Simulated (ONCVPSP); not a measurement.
# What one change does to a pseudopotential (vanadium, ONCV)

ONCVPSP 4.0.1 input, shortened (lines: element, Z, core and valence counts, functional; n l f; lmax; l rc ep ncon nbas qcut; lloc lpopt rc5 dvloc0; l nproj debl; icmod fcfact rcfact), LDA (Perdew-Wang 92), fully relativistic:

```
  V 23.00    3    5  -001012      upf
    1    0    2.00
    2    0    2.00
    2    1    6.00
    3    0    2.00
    3    1    6.00
    3    2    3.00
    4    0    1.75
    4    1    0.25
    2
    0    1.75    0.00    3    6    5.50
    1    1.95    0.00    5    8    8.10
    2    2.00    0.00    3    7    8.40
    4    5    1.75    0.00
    0    2    2.00
    1    2    2.40
    2    2    1.20
    3    2.50    1.25
```

Open shells are filled in proportion to 2j + 1.

All-electron outer shells of the reference configuration (LDA (PZ), scalar-relativistic, ld1.x):

```json
{"shell": "2s", "level (eV)": "-601.44", "outermost node (bohr)": "0.09", "outermost maximum (bohr)": "0.26"}
{"shell": "2p", "level (eV)": "-503.19", "outermost node (bohr)": "–", "outermost maximum (bohr)": "0.21"}
{"shell": "3s", "level (eV)": "-70.20", "outermost node (bohr)": "0.38", "outermost maximum (bohr)": "0.82"}
{"shell": "3p", "level (eV)": "-44.32", "outermost node (bohr)": "0.35", "outermost maximum (bohr)": "0.84"}
{"shell": "3d", "level (eV)": "-5.73", "outermost node (bohr)": "–", "outermost maximum (bohr)": "0.88"}
{"shell": "4s", "level (eV)": "-5.08", "outermost node (bohr)": "1.17", "outermost maximum (bohr)": "2.72"}
{"shell": "4p", "level (eV)": "-1.72", "outermost node (bohr)": "1.30", "outermost maximum (bohr)": "3.59"}
```

Change: all radii but the core radius scaled by about 0.89 (s 1.56, p 1.74, d 1.78 bohr); local potential polynomial inside 1.56 bohr (lpopt 5, dvloc0 0 Ha).

Cutoffs: the cutoffs (Ha) at which the residual kinetic energy of the hardest occupied pseudo-wave falls to 1 and 0.1 mHa per electron; they do not see the model core or the augmentation charge, which bear on the density cutoff. Errors are all-electron minus pseudo energies relative to the spin-unpolarised reference configuration.

Task: What does the change do?

Result: The potential gets neither clearly harder nor softer (25 Ha and 29 Ha → 27 Ha and 31 Ha); of the 4 tests that both files solve, the error grows in 0 and shrinks in 1 by more than 15 % and 0.3 meV (median size 0.5 → 0.5 meV); neither file shows a bound ghost.

| quantity | base | changed |
| --- | --- | --- |
| cutoff, loose | 25 Ha | 27 Ha |
| cutoff, tight | 29 Ha | 31 Ha |
| loose cutoff by channel | s 8.9 Ha, p 21 Ha, d 25 Ha | s 8.3 Ha, p 23 Ha, d 27 Ha |
| bound ghosts | none | none |
| GHOST(+) flags under 300 eV | none | none |
| error for 3s2 3p6 3d3 4s2 4p0, meV [ΔE -0.83 eV] | 0.0 | 0.0 |
| error for 3s2 3p6 3d3 4s1 4p0, meV [ΔE 7.10 eV] | +0.8 | +0.6 |
| error for 3s2 3p6 3d3 4s0 4p0, meV [ΔE 21.64 eV] | +2.4 | +2.0 |
| error for 3s2 3p6 3d3 4s0 4p1, meV [ΔE 11.27 eV] | +0.3 | +0.3 |
| rms error of d²Exc/dni dnj with the model core, mHa | 5.40 | 5.41 |
